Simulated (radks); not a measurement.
Dipole-allowed excitations along the series with 4 electrons in [He] 2s2. All-electron calculation, scalar-relativistic Kohn-Sham, exchange-only LDA, spin-polarised, spherical densities, finite nucleus; Fermi nuclear charge, rms radius of each element as measured or else 0.836 A^(1/3) + 0.57 fm. Program: a radial shooting solver on a logarithmic mesh with Libxc functionals. Time-dependent linear response with the Hartree and adiabatic exchange-only LDA kernel, continuum included through the Sternheimer equations, no spin-orbit coupling, so fine structure and intercombination lines are absent. Lines are the poles of the dipole polarisability below minus the highest occupied eigenvalue, found on a grid refined at the orbital gaps; the lowest seven at most are given, and weak or close lines can be missed. The first line takes the name of the lowest orbital gap if no other gap lies below it; otherwise a line is named after a gap within 0.6 % of it, if that gap stands alone.

species  -e(HOMO) (eV)  lowest orbital gap (eV)  first line (eV)      f  strongest line (eV)  its f  static alpha (bohr^3)  measured (eV)
B+              18.155              2s-2p 5.924    8.521 (2s-2p)  0.997            the first  0.997                  10.94    2s-2p 9.100
C2+             38.719              2s-2p 8.326   11.876 (2s-2p)  0.736            the first  0.736                  4.254              -
N3+             66.193             2s-2p 10.684   15.109 (2s-2p)  0.585            the first  0.585                  2.094              -
O4+             100.54             2s-2p 13.029   18.300 (2s-2p)  0.487            the first  0.487                  1.184              -
F5+             141.74             2s-2p 15.377   21.480 (2s-2p)  0.418       93.869 (2s-3p)  0.443                 0.7339              -

Measured values: term averages from the NIST Handbook of Basic Atomic Spectroscopic Data.
